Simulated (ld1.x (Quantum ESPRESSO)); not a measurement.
**Hg, TM: configuration errors across variants**

| Item | Value |
| --- | --- |
| Element | Hg |
| Generator | ld1.x (Quantum ESPRESSO) 7.5 |
| Type | norm-conserving Troullier–Martins (Kleinman–Bylander form) |
| Functional | PBEsol |
| Relativity | fully relativistic |
| Frozen core | [Kr] 4d10 4f14 |
| Valence charge | 20 |
| Reference configuration | 5s2 5p6 5d10 6s2 6p0 |
| Partial waves | 5p (bound): rc 1.45 bohr; 5d (bound): rc 2.15 bohr; 5s (bound): rc 1.45 bohr |
| Local potential | the s channel |
| Core correction | none |

Open shells are filled in proportion to 2j + 1 (rel_dist='average').

Occupied shells without a wave of their own: 6s. They enter only through the test configuration that unscreens the potential.

All-electron excitation energies from the reference (eV): (1) 5s2 5p6 5d10 6s1 6p0 10.753; (2) 5s2 5p6 5d10 6s0 6p0 29.766; (3) 5s2 5p6 5d9 6s0 6p0 65.326; (4) 5s2 5p6 5d8 6s0 6p0 115.095; (5) 5s2 5p6 5d10 6s0 6p2 12.544; (6) 5s2 5p5 5d10 6s2 6p0 74.573; (7) 5s1 5p6 5d10 6s2 6p0 125.392.

For the base: The 6s level has no wave, so the channel is fitted at the deeper level alone: the likely source of the large errors.

On the changes marked as counting shells twice: ld1.x takes every shell without a wave as core, so the model core holds the marked electrons as well and exchange and correlation see them twice. This cancels in the reference configuration, but the file is broken for other ones, and its errors say nothing about a proper core correction.

Tests that are not counted but printed errors over 1 eV. “core correction a·sin(br)/r model core inside 0.60 bohr (6s counted twice)”: all (the test run did not reproduce the reference configuration, from which every error is measured). “core correction full core density, not smoothed (it rises at the typed radius of 1.68 bohr, so ld1.x skipped the fit) (6s counted twice)”: 5s2 5p5 5d10 6s2 6p0 (converged, but collapsed or in another state, printed error +26.6 eV); 5s1 5p6 5d10 6s2 6p0 (converged, but collapsed or in another state, printed error +26.4 eV); 1 more.

2 further variants failed, have other tests or too few solved ones, and are left out.

The file “base” misses its own reference levels by 3.5 eV. The file “core correction a·sin(br)/r model core inside 0.60 bohr (6s counted twice)” misses its own reference levels by 3.5 eV. The file “core correction a·sin(br)/r model core inside 1.12 bohr (6s counted twice)” misses its own reference levels by 3.5 eV. The file “core correction a·sin(br)/r model core inside 1.50 bohr (6s counted twice)” misses its own reference levels by 3.5 eV. The file “core correction full core density, not smoothed (it rises at the typed radius of 1.68 bohr, so ld1.x skipped the fit) (6s counted twice)” misses its own reference levels by 12.3 eV.

Errors AE − PS in meV (a dash: test not solved or not reliable):

```tsv
change	(1)	(2)	(3)	(4)	(5)	(6)	(7)	bound ghosts
base	-4230	-10004	-13125	-16602	-7096	-557	-713	not determined
core correction a·sin(br)/r model core inside 0.60 bohr (6s counted twice)	–	–	–	–	–	–	–	not determined
core correction a·sin(br)/r model core inside 1.12 bohr (6s counted twice)	-4320	-10412	-13815	-17607	-7275	-600	-774	not determined
core correction a·sin(br)/r model core inside 1.50 bohr (6s counted twice)	-4311	-10369	-13777	-17575	-7237	-596	-759	not determined
core correction full core density, not smoothed (it rises at the typed radius of 1.68 bohr, so ld1.x skipped the fit) (6s counted twice)	–	+16691	+13291	+9504	+19837	–	–	not determined
```

Task: Give the same row for: core correction a·sin(br)/r model core inside 1.36 bohr (6s counted twice).

Result: -4312, -10374, -13781, -17578, -7241, -597, -761; bound ghosts: not determined. ld1.x takes every shell without a wave as core, so the model core holds the 6s electrons as well and exchange and correlation see them twice. This cancels in the reference configuration, but the file is broken for other ones, and its errors say nothing about a proper core correction.
